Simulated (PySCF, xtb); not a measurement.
C₃H₅BO₂, SMILES C=C1OCB1O.

GFN2-xTB (xtb 6.7.1) at its own geometry gives an orbital gap of 3.46 eV and a dipole moment of 3.45 D.

The structure is a stationary point at PBE0-D3(BJ)/def2-SVP. The structure was generated by enumeration, and PubChem lists no compound with its InChIKey, so it may never have been made. The values are those of a single conformer.

Task: What does PBE/def2-TZVP (PySCF) give? (An estimate is asked for; the answer gives what the named calculation found.)

Result: gap 3.37 eV (levels -5.36 and -2.00 eV), dipole 2.83 D.
